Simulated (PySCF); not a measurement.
C3H2O, SMILES O=c1cc1.

Geometry optimised at B3LYP-D3(BJ)/def2-SVP.

Two levels are set side by side: TDDFT-PBE/def2-SVPD (PySCF) and TDDFT-LC-ωPBE/def2-SVPD (PySCF). Vertical, same geometry. The lowest singlet is HOMO→LUMO 100 % with PBE and HOMO→LUMO 95 % with the other functional; states are paired by order. Differences are taken from unrounded values.

```
quantity                               TDDFT-LC-ωPBE  TDDFT-PBE  TDDFT-PBE minus TDDFT-LC-ωPBE
-------------------------------------  -------------  ---------  -----------------------------
lowest singlet excitation (eV)                  4.68       3.42                          -1.26
lowest triplet excitation (TDA) (eV)            4.17       3.04                          -1.13
first bright state (f over 0.05) (eV)           8.21       5.99                          -2.22
its oscillator strength                         0.06       0.05                           0.00
```

A lower first singlet is the usual sign of a functional without exact exchange. Differences between two approximate levels are no errors against the true value.

Rough cost on one machine, each run with all the roots and properties that it gave: TDDFT-LC-ωPBE against TDDFT-PBE about 4 times.
